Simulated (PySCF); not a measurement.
SiOBr2, SMILES Br[Si](Br)=O. Atoms are numbered in the order given.

```xyz
4

Si     0.0000     0.0000     0.8348
O      0.0000     0.0000     2.3627
Br     0.0000    -1.7909    -0.4370
Br     0.0000     1.7909    -0.4370
```
Charge 0, spin multiplicity 1.

Geometry: B3LYP-D3(BJ)/def2-SVP.

These are TDDFT-B3LYP/def2-SVPD (PySCF 2.14.0) values and carry that method's errors.

Vertical excitations. Gas-phase values at a fixed geometry. State labels are in the subgroup C2v.

Computed excitation energies, oscillator strengths and character:
```tsv
state	symmetry	energy (eV)	λ (nm)	f	main pairs
S1	B2	4.54	273	0.012	HOMO→LUMO 99 %
S2	A2	4.84	256	0.000	HOMO→LUMO+1 97 %
S3	B1	4.95	251	0.001	HOMO−1→LUMO 99 %
S4	B2	5.43	228	0.044	HOMO−2→LUMO 95 %
S5	A2	5.51	225	0.000	HOMO−3→LUMO 100 %
S6	A1	5.65	219	0.000	HOMO−4→LUMO 57 %, HOMO−1→LUMO+1 41 %
S7	A2	5.78	215	0.000	HOMO−2→LUMO+1 97 %
S8	A1	6.14	202	0.051	HOMO−1→LUMO+1 38 %, HOMO−4→LUMO 37 %, HOMO−6→LUMO 21 %
S9	B1	6.17	201	0.000	HOMO−4→LUMO+1 99 %
S10	B2	6.40	194	0.098	HOMO−3→LUMO+1 89 %
T1	B2	4.18	296	0	HOMO→LUMO 98 %
T2	A2	4.56	272	0	HOMO→LUMO+1 94 %
T3	B1	4.56	272	0	HOMO−1→LUMO 96 %
T4	A1	4.61	269	0	HOMO−1→LUMO+1 92 %
```
Triplets are in the Tamm–Dancoff approximation, which puts them higher than full response would, so one can lie above its singlet here.
